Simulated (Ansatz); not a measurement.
F4Ti, triplet, at a GFN2-xTB geometry (such geometries of metal compounds can be far from the true shape) (the multiplicity is a formal guess); Ansatz (a program for electronic structure) with B3LYP/STO-3G.

Ansatz was given this input:
Ansatz 0.2 input:
```yaml
crystal:
  periodic: [false, false, false]
  atoms:
    - {symbol: Ti, position_ang: [-0.00000000, -0.00000000, -0.00000000]}
    - {symbol: F, position_ang: [1.25633748, 0.24806843, -1.23212847]}
    - {symbol: F, position_ang: [1.13924286, -0.58019840, 1.23432488]}
    - {symbol: F, position_ang: [-1.27182203, -0.37572621, -1.18294586]}
    - {symbol: F, position_ang: [-1.12375831, 0.70785618, 1.18074945]}
basis:
  gaussian:
    orbitals: STO-3G
hamiltonian:
  xc: b3lyp
magnetization: {spin_polarized: true, initial_magnetization: 2}
```

The log (banner, timings and long lists left out):

```
Functional definition: B3LYP
531 factors; integrals over basis functions are off by at most 1.4e-4 eV
mean field evaluation 1: about -33591.1431 eV, gradient 7.1e0 eV
mean field evaluation 2: about -33590.8599 eV, gradient 1.1e1 eV
mean field evaluation 4: about -33591.5706 eV, gradient 1.2e-1 eV
mean field evaluation 8: about -33591.5548 eV, gradient 1.2e-1 eV
mean field evaluation 16: about -33591.5549 eV, gradient 1.1e-4 eV
mean field evaluation 32: about -33590.5095 eV, gradient 7.0e0 eV
mean field -33591.55493135 eV, -1234.4668745534 hartree, gradient 2.5e-5 eV, S^2 2.007004; 6 other end points of the search recorded, 0 dependent functions left out
reference -33591.55508045 eV, -1234.4668800327 hartree; 30, 28 occupied and 8, 10 virtual orbitals, 531 factors
Total energy: -33591.55508045 eV, -1234.4668800327 hartree
```
